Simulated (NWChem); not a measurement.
Species: disulfane (H2S2); SMILES SS

```xyz
4

S      0.0207    -1.0361     0.0782
S     -0.0207     1.0361     0.0782
H     -0.9320    -1.2508    -0.8618
H      0.9320     1.2508    -0.8618
```
Atoms are numbered in this order, from 1.

All runs: NWChem. Coordinates come from a PBE0/def2-SVP optimisation. Level: PBE0/def2-SVPD; rows give the wavelength of the field.

For field 589 nm:

```yaml
isotropic polarisability (bohr³): 45.8
anisotropy (bohr³): 19.4
```

Task: Estimate the same quantities for field static.

Result: 
| Item | Value |
|---|---|
| isotropic polarisability (bohr³) | 44.2 |
| anisotropy (bohr³) | 18.2 |
